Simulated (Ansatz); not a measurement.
This Ansatz (a first-principles code) input (PBE/def2-SV(P)) gives -289.12416 Eh with 18 basis functions. A basis named .json is the Basis Set Exchange file of that set (core-valence sets with the plain set on hydrogen).

Ansatz 0.2 input:
```yaml
crystal:
  periodic: [false, false, false]
  atoms:
    - {symbol: Si, position_ang: [0.00000000, 0.00000000, 0.00000000]}
basis:
  gaussian:
    orbitals: def2-SV_P_.json
hamiltonian:
  xc: {name: PBE}
magnetization: {spin_polarized: true, initial_magnetization: 2}
scf: {lower_state_search: full}
```

Change:
```diff
- orbitals: def2-SV_P_.json
+ orbitals: pcseg-2
```

Task: What does the run give now?

Result: -289.23043 Eh (PBE/pcseg-2, 34 functions), a change of -106.27 mEh.
